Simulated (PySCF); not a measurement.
C5H4F2O, SMILES C1(F)(C(C=CC1)=O)F.

Geometry optimised at PBE0-D3(BJ)/def2-SVP. The structure was generated by enumeration, and PubChem lists no compound with its InChIKey, so it may never have been made. The values are those of a single conformer.

Calculation: TDA-PBE/def2-SVPD run with PySCF.

Vertical excitations. Gas-phase values at a fixed geometry. State labels are in the subgroup Cs.

```
state  symmetry  energy (eV)  λ (nm)      f                          main pairs
-----  --------  -----------  ------  -----  ----------------------------------
S1           A"         3.04     408  0.000                     HOMO→LUMO 100 %
S2           A"         5.45     227  0.000                    HOMO→LUMO+1 99 %
S3           A"         5.59     222  0.000                    HOMO−2→LUMO 99 %
S4           A'         5.74     216  0.190  HOMO−1→LUMO 72 %, HOMO−4→LUMO 14 %
S5           A'         6.07     204  0.002                    HOMO→LUMO+2 99 %
S6           A'         6.52     190  0.021                    HOMO−3→LUMO 95 %
T1           A"         2.61     476      0                     HOMO→LUMO 100 %
T2           A'         3.62     342      0                    HOMO−1→LUMO 97 %
```
Triplets are in the Tamm–Dancoff approximation.
